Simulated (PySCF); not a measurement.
C2H4BNO2, SMILES O=C=NBOC.

Geometry optimised at B3LYP-D3(BJ)/def2-SVP. The structure was generated by enumeration, and PubChem lists no compound with its InChIKey, so it may never have been made. The values are those of a single conformer.

Two levels are set side by side: PBE/def2-TZVP (PySCF) and B3LYP/def2-TZVP (PySCF). Same geometry, gas phase. Differences are taken from unrounded values.

```
quantity                     B3LYP
---------------------------  -----
orbital gap (eV)              7.30
highest occupied level (eV)  -8.26
lowest empty level (eV)      -0.96
dipole moment (D)             3.37
mean polarisability (bohr³)   53.2
```

Problem. What does PBE give, and how far is it from B3LYP? (Estimate from the structure and the level; the computed values follow.)

Solution. 
```tsv
quantity	PBE	PBE minus B3LYP
orbital gap (eV)	5.40	-1.90
highest occupied level (eV)	-7.08	1.18
lowest empty level (eV)	-1.69	-0.72
dipole moment (D)	3.19	-0.18
mean polarisability (bohr³)	55.5	2.3
```

PBE's occupied levels lie high since its potential decays too fast outside the molecule; exact exchange lowers them and widens the gap. PBE's more diffuse valence density responds more strongly to a field. Differences between two approximate levels are no errors against the true value.

Rough cost on one machine, each run with all the roots and properties that it gave: B3LYP against PBE within a factor of 2.
